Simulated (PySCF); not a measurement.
silyloxysilylformaldehyde (CH6O2Si2), SMILES C([SiH2]O[SiH3])=O.

The structure is a stationary point at B3LYP-D3(BJ)/def2-SVP. The values are those of a single conformer.

The numbers are results of PySCF with TDA-CAM-B3LYP/def2-SVPD, not measurements.

Vertical excitations. 

```
state  energy (eV)  λ (nm)      f                                                                main pairs
-----  -----------  ------  -----  ------------------------------------------------------------------------
S1            3.24     383  0.001                                                            HOMO→LUMO 96 %
S2            6.24     199  0.002                                                          HOMO→LUMO+1 75 %
S3            6.85     181  0.013                                                          HOMO→LUMO+3 71 %
S4            6.94     179  0.030                                                          HOMO−1→LUMO 84 %
S5            7.33     169  0.002                    HOMO−2→LUMO 50 %, HOMO−1→LUMO+1 24 %, HOMO−4→LUMO 18 %
S6            7.36     169  0.000                                      HOMO−1→LUMO+1 69 %, HOMO−2→LUMO 17 %
S7            7.65     162  0.159                      HOMO→LUMO+5 44 %, HOMO→LUMO+4 31 %, HOMO→LUMO+2 14 %
S8            7.71     161  0.022                                      HOMO−2→LUMO+1 70 %, HOMO→LUMO+4 12 %
S9            7.92     157  0.040  HOMO→LUMO+5 33 %, HOMO→LUMO+2 14 %, HOMO−2→LUMO+1 11 %, HOMO→LUMO+4 11 %
S10           8.26     150  0.029                                        HOMO→LUMO+2 50 %, HOMO→LUMO+4 25 %
T1            2.51     494      0                                                            HOMO→LUMO 96 %
T2            5.55     223      0    HOMO−5→LUMO 53 %, HOMO−3→LUMO 17 %, HOMO−6→LUMO 14 %, HOMO−1→LUMO 11 %
T3            5.99     207      0                                        HOMO→LUMO+1 66 %, HOMO→LUMO+3 11 %
T4            6.65     186      0                                        HOMO→LUMO+3 68 %, HOMO→LUMO+1 13 %
```
Triplets are in the Tamm–Dancoff approximation.
